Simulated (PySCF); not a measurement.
A side-by-side comparison of computed properties.

First species: C4H14ClPSi2.
Structure used (GFN2-xTB), in Å, numbered top down from 1:
```
atom  x, y, z in Å
C1    -2.129   -0.443    1.154
C2    -1.135    0.029    0.095
C3    -1.842    0.134   -1.256
C4    -0.598    1.407    0.479
Si5    0.316   -1.217   -0.040
P6     1.814   -0.313   -1.448
Si7    3.503    0.229   -0.097
Cl8    3.020    1.899    0.914
H9    -2.532   -1.420    0.898
H10   -1.652   -0.517    2.128
H11   -2.960    0.258    1.234
H12   -2.285   -0.820   -1.537
H13   -2.636    0.879   -1.214
H14   -1.139    0.430   -2.034
H15   -1.407    2.136    0.517
H16    0.131    1.752   -0.256
H17   -0.115    1.385    1.454
H18    0.870   -1.515    1.291
H19   -0.128   -2.485   -0.632
H20    2.385   -1.516   -1.809
H21    3.844   -0.790    0.898
H22    4.666    0.518   -0.934
```

Second species: C2H9FO2Si3.
Atom-mapped SMILES: `[OH:1][SiH2:2]/[C:3]([F:4])=[CH:5]\[SiH2:6][O:7][SiH3:8]` (hydrogens: H9 on O1; H10, H11 on Si2; H12 on C5; H13, H14 on Si6; H15, H16, H17 on Si8)

Levels: PBE0/pcSseg-1 for dipole moment, HOMO energy, LUMO energy and HOMO–LUMO gap; GFN2-xTB for rotational constant A and rotational constant C. Geometries: GFN2-xTB. Each structure is a single optimised conformer of the isolated species, non-relativistic unless stated. Electronic properties by PySCF.

Dipoles, sizes and rotational constants follow the conformer. The torsions of the flexible species, by atom-mapped SMILES:
- `[CH3:1][C:2]([CH3:3])([CH3:4])[SiH2:5][PH:6][SiH2:7][Cl:8]`: C1–C2–Si5–P6 -174°, C2–Si5–P6–Si7 109°, Si5–P6–Si7–Cl8 -77°
- `[OH:1][SiH2:2]/[C:3]([F:4])=[CH:5]\[SiH2:6][O:7][SiH3:8]`: O1–Si2–C3–F4 163°, C3–C5–Si6–O7 -37°, C5–Si6–O7–Si8 -84°, H–O1–Si2–C3 45°

Values for the first species:

```
Dipole moment         : 1.48 D
HOMO energy           : -7.43 eV
LUMO energy           : -0.23 eV
HOMO–LUMO gap         : 7.20 eV
Rotational constant A : 1.515 GHz
Rotational constant C : 0.492 GHz
```

Task: Estimate the same properties for the second species, and the change in each.

Result: 
| property | first | second | second less first |
| --- | --- | --- | --- |
| dipole moment | 1.48 D | 2.41 D | +0.93 D |
| HOMO energy | -7.43 eV | -7.88 eV | -0.45 eV |
| LUMO energy | -0.23 eV | -1.07 eV | -0.84 eV |
| HOMO–LUMO gap | 7.20 eV | 6.81 eV | -0.39 eV |
| rotational constant A | 1.515 GHz | 1.558 GHz | +0.043 GHz |
| rotational constant C | 0.492 GHz | 0.629 GHz | +0.137 GHz |

On the first: The dipole equals about 4.9 × 10⁻³⁰ C·m (1 D = 3.33564 × 10⁻³⁰ C·m). A dipole of 1.48 D is allowed in C1, and pure rotational transitions are dipole-allowed.

On the second: A dipole of 2.41 D is allowed in C1, and pure rotational transitions are dipole-allowed. In atomic units the dipole is 0.95 e·bohr (1 au = 2.5417 D).
